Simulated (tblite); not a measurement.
Species: C3H9ClO2Si2.
Cartesian coordinates in Å at the GFN2-xTB level; atoms count from 1:
```xyz
17
C3H9ClO2Si2 angstrom
C      2.602    0.545    0.085
C      1.965    0.283   -1.042
O      0.699   -0.164   -1.156
Si    -0.469   -0.417   -0.024
O     -0.097   -1.643    0.980
Si    -0.924    1.328    1.401
C     -1.858   -0.946   -1.231
Cl    -3.279   -1.474   -0.294
H      2.127    0.413    1.041
H      3.616    0.894    0.073
H      2.432    0.406   -2.013
H      0.019   -2.551    0.703
H     -2.364    1.544    1.567
H     -0.349    2.584    0.900
H     -0.352    1.125    2.736
H     -1.579   -1.783   -1.870
H     -2.196   -0.133   -1.866
```

Method: GFN2-xTB as coded in tblite; computed harmonic values from a numerical Hessian at the method's own geometry, unscaled. Against measured fundamentals such values can be off by several per cent, at times by over 20. Modes of hydrogen on silicon can be 10 to 20 % off. One conformer, not necessarily the lowest.

Harmonic wavenumbers (cm⁻¹): 31.9, 48.0, 63.5, 77.7, 81.1, 115.2, 135.0, 169.7, 200.8, 223.5, 250.2, 304.8, 452.6, 473.5, 481.2, 535.0, 665.5, 671.1, 700.2, 706.9, 759.4, 778.0, 783.6, 800.1, 803.4, 836.2, 892.5, 990.0, 991.2, 1090.0, 1181.4, 1192.2, 1293.0, 1385.0, 1438.9, 1701.2, 2207.6, 2235.6, 2250.1, 2978.4, 3010.9, 3031.0, 3125.2, 3166.0, 3607.6.

A = 1773, B = 740.5, C = 621.5 MHz; mass 167.983 u (most abundant isotopes); point group C1, symmetry number 1.

Task: What is the zero-point energy?

Result: Half the sum of the wavenumbers: 24458 cm⁻¹ = 292.58 kJ/mol.

Task: Give the ideal-gas entropy at 350 K and 1 bar in the rigid-rotor, harmonic-oscillator model (classical rotation).

Result: Translation 176.09, rotation 129.01, vibration 212.38: S = 517.5 J/(mol K).

Task: And Cp and H(350 K) − H(0)?

Result: Cp = 209.67 J/(mol K), of which vibrations give 176.41 (their classical limit is 45 R = 374.2); H(350 K) − H(0) = 46.99 kJ/mol without the zero-point energy, 35.35 from vibrations.

Task: What must be added to the electronic energy to get the Gibbs energy at 350 K and 1 bar?

Result: ZPE + [H(350 K) − H(0)] − T·S = 292.58 + 46.99 − 181.12 = 158.45 kJ/mol.

Task: How do the functions run with temperature in this model?

Result: 
```json
{"T (K)": "150", "S (J/(mol K))": "378.3", "Cp (J/(mol K))": "127.3", "H − H(0) (kJ/mol)": "12.97", "G − H(0) (kJ/mol)": "-43.78", "ln q(vib)": "5.80"}
{"T (K)": "250", "S (J/(mol K))": "453.6", "Cp (J/(mol K))": "170.9", "H − H(0) (kJ/mol)": "27.89", "G − H(0) (kJ/mol)": "-85.51", "ln q(vib)": "9.79"}
{"T (K)": "298.15", "S (J/(mol K))": "485.4", "Cp (J/(mol K))": "190.6", "H − H(0) (kJ/mol)": "36.60", "G − H(0) (kJ/mol)": "-108.12", "ln q(vib)": "11.56"}
{"T (K)": "400", "S (J/(mol K))": "546.6", "Cp (J/(mol K))": "225.9", "H − H(0) (kJ/mol)": "57.88", "G − H(0) (kJ/mol)": "-160.74", "ln q(vib)": "15.10"}
{"T (K)": "600", "S (J/(mol K))": "648.0", "Cp (J/(mol K))": "273.7", "H − H(0) (kJ/mol)": "108.22", "G − H(0) (kJ/mol)": "-280.55", "ln q(vib)": "21.39"}
{"T (K)": "900", "S (J/(mol K))": "767.9", "Cp (J/(mol K))": "317.0", "H − H(0) (kJ/mol)": "197.38", "G − H(0) (kJ/mol)": "-493.70", "ln q(vib)": "29.50"}
```

q(vib) and H(0) count from the zero-point level.

Task: Blend soft modes into free rotors: weight 1/[1 + (100 cm⁻¹/ν̃)⁴] for the oscillator and the rest for a rotor with moment μB/(μ + B), μ = h/(8π²ν), B = 10⁻⁴⁴ kg m². What vibrational entropy results?

Result: 187.11 J/(mol K) in place of 212.38, which changes −T·S at 350 K by +8.84 kJ/mol.

Hindered rotation and anharmonicity are outside this model. Other conformers, if any are populated, would add a mixing term that is left out. The structure is chiral; the term R ln 2 for an equal mix with its mirror image is left out.
